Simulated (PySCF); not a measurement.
# Distorted geometries of Lu(OH)3(NH3)

Lu(OH)3(NH3) (singlet in the valence; each metal's 4f electrons, 14 of them, lie in its core potential, out of spins and levels). PySCF 2.14.0, RKS PBE, Lu lcecp-1-SVP with ECP60, O def2-SVP, H def2-SVP, N def2-SVP; non-relativistic Hamiltonian with scalar-relativistic core potentials where named; density fitting; no spin-orbit coupling. Relaxed geometry:

```xyz
11

Lu    0.1358   -0.1887    0.2330
O     1.1430    1.2899    1.1787
H     1.6734    1.9087    1.6939
O    -1.3866   -1.0836    1.2199
H    -2.0184   -1.5701    1.7625
O     1.0839   -1.2170   -1.2308
H     1.6065   -1.7619   -1.8308
N    -1.2088    1.2344   -1.2147
H    -1.8050    1.8796   -0.6776
H    -0.6204    1.8135   -1.8301
H    -1.8330    0.6886   -1.8252
```

Order these distorted geometries by energy above the relaxed one, lowest first.
A.
```xyz
11

Lu    0.2004   -0.2173    0.3854
O     1.3009    1.2711    1.0021
H     1.6181    1.5923    1.4502
O    -1.1095   -0.9011    0.9913
H    -2.1693   -1.5131    1.9249
O     0.8636   -0.7515   -1.2129
H     1.8873   -1.7808   -1.7638
N    -1.2982    1.1026   -1.2312
H    -1.9280    1.7929   -0.4466
H    -0.8969    1.7734   -1.5936
H    -1.6980    0.6250   -2.0269
```
B.
```xyz
11

Lu    0.1430   -0.2300    0.2244
O     1.1307    1.3041    1.1909
H     1.6338    1.9415    1.6480
O    -1.4363   -1.0782    1.2410
H    -1.9736   -1.5682    1.7321
O     1.1235   -1.2262   -1.1919
H     1.5938   -1.7755   -1.8181
N    -1.1903    1.2157   -1.2355
H    -1.7945    1.9172   -0.6818
H    -0.6378    1.7852   -1.8229
H    -1.8219    0.7080   -1.8073
```
C.
```xyz
11

Lu    0.0114   -0.2235    0.0858
O     1.1928    1.4750    1.3289
H     1.8187    1.9801    1.8513
O    -1.4381   -1.2262    1.2021
H    -2.1191   -1.6285    1.6568
O     1.0607   -1.2156   -1.3776
H     1.6684   -1.8191   -1.8523
N    -1.0927    1.3633   -1.2328
H    -1.8694    1.7543   -0.6252
H    -0.5487    1.9282   -1.7082
H    -1.9135    0.6054   -1.8500
```

B (0.45 eV), C (2.54 eV), A (18.91 eV).

Which forces (eV/Å) act in the one that lies 2.54 eV up?


```
Lu   2.03  0.86  2.43
O   -2.05 -2.36 -2.01
H    0.32  0.08  0.20
O    3.19  2.24 -2.67
H   -2.39 -1.51  1.67
O   -0.17  0.03  0.36
H   -0.47  0.43  0.31
N   -8.86 -7.73  2.94
H    1.50  0.60 -0.60
H    3.32  4.38 -3.94
H    3.58  2.97  1.32
```
Forces carry noise of the integration grid, about 0.01 to 0.03 eV/Å.

An lcecp potential fixes the number of 4f electrons, so in runs with it no electron can move into or out of that shell.
